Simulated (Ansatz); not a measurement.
System: C2HBCl2, charge 0, singlet. C2HBCl2 (dichloro(ethynyl)borane, SMILES C#CB(Cl)Cl).
B3LYP-D3(BJ)/def2-TZVP minimum from Ansatz (an electronic-structure program):
```xyz
6

B     -0.0039     0.0091     0.0148
C     -0.3327     0.7763     1.2656
C     -0.5962     1.3913     2.2682
H     -0.8288     1.9341     3.1531
Cl     1.1664    -1.2930     0.0612
Cl    -0.7886     0.4115    -1.4983
```

Total energies in cc-pV(D+d)Z, 26 correlated electrons, 13 frozen orbitals. Radicals and triplets start from unrestricted determinants; spin-orbit coupling is neglected. Cores are frozen in correlated methods. No relativity.

| method | program | energy (Eh) | minus CCSDT(Q) (mEh) |
|---|---|---|---|
| HF | Ansatz | -1020.05426 | 662.80 |
| MP2 | Ansatz | -1020.65335 | 63.70 |
| CCSD | Ansatz | -1020.69036 | 26.70 |
| CCSD(T) | Ansatz | -1020.71405 | 3.01 |
| CCSDT(Q) | Ansatz | -1020.71705 | 0.00 |

Rough core times of Ansatz's runs on a shared machine: CCSD(T) under 20 s, CCSDT(Q) 20 min.
